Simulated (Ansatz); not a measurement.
Reaction (cleavage of the Si–Al bond): `[CH3][Al]([OH])[SiH2]O` + `[NH2][ZnH]` → `O[SiH2][NH][ZnH]` + `[CH3][AlH][OH]`

Program: Ansatz. Geometries: PBE0-D4/def2-TZVP. ΔE: electronic, gas phase. CBS: MP2 limit from def2 TZ/QZ plus the TZ coupled-cluster correction, frozen cores. Functionals use def2-TZVPP. B3LYP here is the variant with VWN-RPA as its local correlation; programs differ in this. For Zn outer-core shells are correlated without core-valence functions, which leaves a few kJ/mol of doubt a bond. Scalar relativity is left out up to krypton. One conformer a species, not always the lowest.

```csv
level,ΔE (kJ/mol),difference from CCSD(T)/CBS
PBE-D4,-77.3,26.6
r2SCAN-D4,-99.9,4.0
PBE0-D4,-89.0,14.9
B3LYP-D4,-97.8,6.1
ωB97X-V,-101.7,2.2
ωB97M-V,-109.7,-5.8
B2PLYP,-102.5,1.4
PBE,-74.8,29.1
r2SCAN,-99.7,4.2
PBE0,-87.3,16.6
B3LYP,-93.6,10.3
HF/def2-TZVPP,-121.4,-17.5
MP2/def2-TZVPP,-112.4,-8.5
SCS-MP2/def2-TZVPP,-112.6,-8.7
CCSD/def2-TZVPP,-107.0,-3.1
CCSD(T)/def2-TZVPP,-105.2,-1.3
HF/def2-QZVPP,-122.0,-18.1
MP2/def2-QZVPP,-111.9,-8.0
SCS-MP2/def2-QZVPP,-111.9,-8.0
HF/CBS(def2),-122.0,-18.1
MP2/CBS(def2),-111.1,-7.2
CCSD/CBS(def2),-105.6,-1.7
CCSD(T)/CBS,-103.9,0
```

Largest T1 diagnostic among the species: 0.016.

In def2-TZVPP, CCSD(T) changes the Hartree–Fock value by +16.1 kJ/mol (the triples alone add +1.7 kJ/mol) and MP2 by +8.9 kJ/mol. From PBE to PBE0 (25 % exact exchange), in def2-TZVPP and without D4, ΔE moves by −12.5 kJ/mol.
